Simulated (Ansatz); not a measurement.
Calculated with Ansatz (gas phase, PBE0-D4/def2-TZVP geometries, no zero-point term in ΔE). CCSD(T)/CBS is the MP2 limit (def2-TZVPP, def2-QZVPP) plus CCSD(T) − MP2 in def2-TZVPP, frozen cores. This one scheme is used for every species. DFT in def2-TZVPP. HSE06 is defined as in plane-wave codes. No spin–orbit coupling; open shells (•) take unrestricted orbitals. One conformer a species, not always the lowest.

Consider the homolysis of the O–Si bond: `C[Si](N)(O)Cl` → `[OH]`• + `C[Si](N)Cl`•.

```csv
level,ΔE (kcal/mol)
PBE-D4,131.5
r2SCANh,129.6
HSE06,129.8
CAM-B3LYP,133.1
RPA@PBE/def2-TZVPP,126.1
SCS-MP2/def2-TZVPP,138.5
CCSD(T)/def2-TZVPP,134.3
HF/CBS(def2),103.6
```

Task: What does CCSD(T)/CBS give? (An estimate is asked.)

Result: The calculation gave: +137.8 kcal/mol. The listed levels differ from it by -6.3, -8.2, -8.0, -4.7, -11.7, 0.7, -3.5, -34.2 kcal/mol.

Largest T1 diagnostic among the species: 0.012.

The D4 term adds +2.1 kcal/mol with B3LYP and +1.2 kcal/mol with PBE0; it sums over pairs of atoms, weighted by their polarisabilities, and B3LYP, whose exchange is more repulsive, gets the larger term. From BLYP to BHLYP (50 % exact exchange), in def2-TZVPP and without D4, ΔE moves by +1.6 kcal/mol. In def2-TZVPP, CCSD(T) changes the Hartree–Fock value by +30.8 kcal/mol (the triples alone add +2.1 kcal/mol) and MP2 by +38.3 kcal/mol; breaking electron pairs costs correlation energy, which Hartree–Fock lacks.

B3LYP here is the variant with VWN-RPA as its local correlation; programs differ in this.
